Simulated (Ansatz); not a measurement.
System: dibromo(difluoro)silane, sum formula SiBr$_{2}$F$_{2}$, charge 0, multiplicity 1. 
Structure (B3LYP-D3(BJ)/def2-TZVP (Ansatz, a quantum-chemistry and plane-wave program) minimum search):
```xyz
5

F     -0.0035     1.6880    -1.1561
Si    -0.0108     0.6657     0.0470
F     -0.0485     1.5083     1.3815
Br     1.8284    -0.5169    -0.0042
Br    -1.8107    -0.5713    -0.0726
```
Charge 0, spin multiplicity 1.

Computed values are from Ansatz. Correlated levels leave the core frozen unless marked. UHF or UKS for open shells. Spin-orbit coupling is left out. Frozen are the shells of the preceding noble gas and the d and f shells that filled before the atom's block. No relativistic terms. CBS(X,Y): correlation extrapolated as X^-3; Hartree-Fock from the larger set.

| Quantity | Value |
|---|---|
| atomisation energy De | 1878.7 kJ/mol at CCSD(T)/CBS(def2-TZVPPD,def2-QZVPPD) |
| total energy | -5634.2570 Eh at CCSD(T)/CBS(def2-TZVPPD,def2-QZVPPD) |
| dipole moment | 0.92 D at CCSD(T)/def2-SVPD |
| T1 diagnostic | 0.011 at CCSD/def2-QZVPPD |
